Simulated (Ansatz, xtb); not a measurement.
**Relative energy of two isomers of C3H3ClN2O**

We compare I, `On1ccc(Cl)n1`, a singlet, with II, `Oc1cn[nH]c1Cl`, a singlet. Both are isolated molecules in the gas phase, relaxed with B3LYP/def2-SVP; the shapes shown needn't be the lowest conformers.

I (Å):

| atom | x (Å) | y (Å) | z (Å) |
| --- | --- | --- | --- |
| C | -0.2471 | 1.0096 | 0.2318 |
| C | 1.0944 | 0.9617 | -0.1495 |
| C | 1.1549 | -0.1174 | -1.0530 |
| Cl | 2.5471 | -0.7012 | -1.8884 |
| N | -0.8397 | 0.0047 | -0.4439 |
| N | -0.0377 | -0.6968 | -1.2253 |
| O | -2.1647 | -0.3127 | -0.3667 |
| H | -2.2427 | -1.0691 | -0.9747 |
| H | -0.8045 | 1.6553 | 0.9050 |
| H | 1.9043 | 1.6078 | 0.1758 |

II (Å):

```json
{"atom": "C", "x (Å)": "-0.6954", "y (Å)": "0.1313", "z (Å)": "-0.4792"}
{"atom": "C", "x (Å)": "-0.3287", "y (Å)": "1.0128", "z (Å)": "0.5689"}
{"atom": "C", "x (Å)": "0.5086", "y (Å)": "-0.1774", "z (Å)": "-1.0950"}
{"atom": "Cl", "x (Å)": "0.8117", "y (Å)": "-1.2007", "z (Å)": "-2.4478"}
{"atom": "N", "x (Å)": "0.9864", "y (Å)": "1.2237", "z (Å)": "0.5908"}
{"atom": "N", "x (Å)": "1.4811", "y (Å)": "0.5012", "z (Å)": "-0.4168"}
{"atom": "O", "x (Å)": "-1.9436", "y (Å)": "-0.2894", "z (Å)": "-0.7793"}
{"atom": "H", "x (Å)": "-1.8997", "y (Å)": "-0.8844", "z (Å)": "-1.5413"}
{"atom": "H", "x (Å)": "-0.9851", "y (Å)": "1.4896", "z (Å)": "1.2954"}
{"atom": "H", "x (Å)": "2.4753", "y (Å)": "0.4951", "z (Å)": "-0.6100"}
```

Task: Estimate which is lower in electronic energy at CCSD(T)/def2-SVP + ΔMP2/def2-TZVPP, and by roughly how much.

Result: The CCSD(T)/def2-SVP + ΔMP2/def2-TZVPP calculation puts structure II lower, by 1.383 eV.

The same difference at several levels:

```csv
level,geometry,E(II) − E(I) (eV),departure from the last row (eV),"job, with rough time for the two"
GFN2-xTB,GFN2-xTB,−1.018,+0.365,"optimisation, 0.18 s"
HF/STO-3G,GFN2-xTB,−0.885,+0.498,"single point, 0.72 s"
r2SCAN-D4/def2-SVP,GFN2-xTB,−1.377,+0.006,"single point, 9 s"
B3LYP/def2-SVP,B3LYP/def2-SVP,−1.348,+0.035,"optimisation, 51 s"
HF/def2-SVP,B3LYP/def2-SVP,−1.477,−0.094,part of the CCSD(T) run
MP2/def2-SVP,B3LYP/def2-SVP,−1.400,−0.017,part of the CCSD(T) run
CCSD(T)/def2-SVP,B3LYP/def2-SVP,−1.358,+0.025,single point
CCSD(T)/def2-SVP + ΔMP2/def2-TZVPP,B3LYP/def2-SVP,−1.383,,"single point, 1.7 min"
```

As drawn, II has 1 C–O, 1 N–H in place of 1 N–O, 1 C–H.

The levels shown agree on the order. The largest departure from CCSD(T)/def2-SVP + ΔMP2/def2-TZVPP is that of HF/STO-3G, 0.498 eV. The last row adds to CCSD(T) the change of the MP2 difference between the two basis sets, here −0.025 eV.

With thermal terms from frequencies at re-optimised GFN2-xTB minima (ideal gas, soft modes damped towards free rotors, one conformer each, 298.15 K, 1 atm): the zero-point term adds +0.018 eV; ΔH is −1.365 and ΔG −1.366 eV.

The correlated steps freeze 11 core orbitals. Programs: Ansatz 0.2.0, xtb 6.7.1; the last row on 2 threads of Arm Neoverse N1 on a shared host.
